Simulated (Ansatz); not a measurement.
Start from `[Br][Ag]` and change one element to get `[Ag][I]`.

Ansatz, PBE0-D4/def2-TZVP geometries, multiplicity 1. 

Elements past krypton have def2 core potentials. Scalar relativity is left out up to krypton.

| property | `[Br][Ag]` |
| --- | --- |
| HOMO–LUMO gap (PBE/def2-TZVPP) / eV | 2.12 |
| HOMO–LUMO gap (PBE0/def2-TZVPP) / eV | 4.07 |
| size of the dipole moment (ωB97M-V/def2-TZVPP) / D | 5.82 |
| ideal-gas entropy at 298 K and 1 bar (rigid rotor, harmonic PBE0-D4/def2-TZVP) / J/(mol·K) | 257 |
| size of the dipole moment (PBE/def2-TZVPP) / D | 4.63 |
| HOMO–LUMO gap (ωB97M-V/def2-TZVPP) / eV | 7.82 |

Task: What does the change do to each property? (Estimate.)

Result: Ansatz gave: 
```json
{"property": "HOMO–LUMO gap (PBE/def2-TZVPP) / eV", "`[Ag][I]`": "1.93", "shift": "-0.19"}
{"property": "HOMO–LUMO gap (PBE0/def2-TZVPP) / eV", "`[Ag][I]`": "3.71", "shift": "-0.36"}
{"property": "size of the dipole moment (ωB97M-V/def2-TZVPP) / D", "`[Ag][I]`": "5.47", "shift": "-0.35"}
{"property": "ideal-gas entropy at 298 K and 1 bar (rigid rotor, harmonic PBE0-D4/def2-TZVP) / J/(mol·K)", "`[Ag][I]`": "265", "shift": "8"}
{"property": "size of the dipole moment (PBE/def2-TZVPP) / D", "`[Ag][I]`": "4.13", "shift": "-0.50"}
{"property": "HOMO–LUMO gap (ωB97M-V/def2-TZVPP) / eV", "`[Ag][I]`": "7.32", "shift": "-0.50"}
```

With PBE0 the HOMO rises by 0.43 eV and the LUMO rises by 0.06 eV, so the gap narrows by about 0.37 eV. PBE moves the HOMO by 0.31 eV and ωB97M-V by 0.53 eV. Dipoles are sizes alone; their direction can turn.

Spin–orbit coupling is left out; it splits and shifts lone-pair levels of the heavy atoms by tenths of an eV.
